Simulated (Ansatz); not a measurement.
```yaml
crystal:
  periodic: [false, false, false]
  atoms:
    - {symbol: C, position_ang: [-1.728181, -0.666518, 1.004317]}
    - {symbol: C, position_ang: [-0.699184, -0.665480, 0.152937]}
    - {symbol: B, position_ang: [0.366715, 0.449104, 0.181851]}
    - {symbol: C, position_ang: [1.665625, 0.369914, -0.673348]}
    - {symbol: h, position_ang: [0.701717, 1.503858, -2.251881]}
    - {symbol: H, position_ang: [-1.867725, 0.149097, 1.708039]}
    - {symbol: H, position_ang: [-2.461344, -1.467456, 1.040180]}
    - {symbol: H, position_ang: [-0.607946, -1.507141, -0.534024]}
    - {symbol: H, position_ang: [0.217519, 1.395205, 0.902035]}
    - {symbol: H, position_ang: [2.529915, 0.960042, -0.384140]}
    - {symbol: H, position_ang: [1.948389, -0.577724, -1.125364]}
basis:
  gaussian: {orbitals: x2c-TZVPPall, nuclear_model: gaussian}
total_charge: -1
magnetization: {spin_polarized: true, initial_magnetization: 1}
hamiltonian: {xc: {name: r2SCAN}}
output: {forces: true}
```

```sh
$ ansatz run in.yaml --threads 4 --pin off --events-out ev --progress --plain --max-ram 10444MiB
```

How does Ansatz answer? (Estimate.)

Ansatz gave: The program refused the input.
```
Error: YAML parse error: error: line 8 column 16: `h` is not an element symbol (H … Og, case-exact)
 6 |     - {symbol: B, position_ang: [0.366715, 0.449104, 0.181851]}
 7 |     - {symbol: C, position_ang: [1.665625, 0.369914, -0.673348]}
 8 |     - {symbol: h, position_ang: [0.701717, 1.503858, -2.251881]}
 9 |     - {symbol: H, position_ang: [-1.867725, 0.149097, 1.708039]}
10 |     - {symbol: H, position_ang: [-2.461344, -1.467456, 1.040180]}
```
